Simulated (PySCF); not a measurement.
A geometry optimisation on `Cl[CH2][SnH3]`.

Method: PBE0-D3(BJ)/def2-SVP geometry optimisation, gas phase, def2 core potentials past Kr (PySCF 2.14.0). Start geometry: GFN2-xTB. A driver script takes a list of jobs; this job's settings line and coordinates (Å) are shown.

Input:
```
{"job": {"xc": "PBE0", "basis": "def2-SVP", "d3": "d3bj", "grid": 1, "maxiter": 30, "shake": 0.01, "kind": "geom"}, "charge": 0, "multiplicity": 1}
Cl    -1.823300     1.157720     0.813520
C     -1.116030    -0.151120    -0.099130
Sn     1.037580    -0.006690    -0.021110
H     -1.435300    -1.069720     0.338160
H     -1.479100    -0.089140    -1.126820
H      1.765210    -1.245560    -0.860660
H      1.544310     1.440490    -0.658580
H      1.561760    -0.055130     1.562160
```

Output:
```
step   0  E = -715.19666319  max force = 0.020959
step   1  E = -715.19995649  max force = 0.006308
step   2  E = -715.20059127  max force = 0.001466
step   3  E = -715.20062167  max force = 0.000342
step   4  E = -715.20062408  max force = 0.000143
optimisation converged
```

Energies in Eh; «max force» is the largest Cartesian gradient component in Eh/bohr.

Q: How much energy does the optimisation release, in kJ/mol?

A: E(step 0) − E(last step) = 0.003961 Eh, which is 10.4 kJ/mol.

In short: final energy -715.20062 Eh after 4 steps; dipole 1.65 D.

Q: Give the final coordinates.

A: 0.048 Å rms from the input after alignment:
```
atom  x, y, z in Å
Cl1   -3.2629    1.3706    1.4913
C2    -2.5235    0.0334    0.5634
Sn3   -0.3620    0.1976    0.6191
H4    -2.8560   -0.9143    1.0079
H5    -2.8986    0.0870   -0.4674
H6     0.3300   -1.0992   -0.2690
H7     0.0811    1.6953   -0.0767
H8     0.1341    0.1259    2.2539
```

Hardware: Arm Neoverse V2, one thread, on a shared host. Cost: 14 s, 0.36 GiB resident at most.
Labels such as C1 count atoms from 1, the log's own numbers from 0.
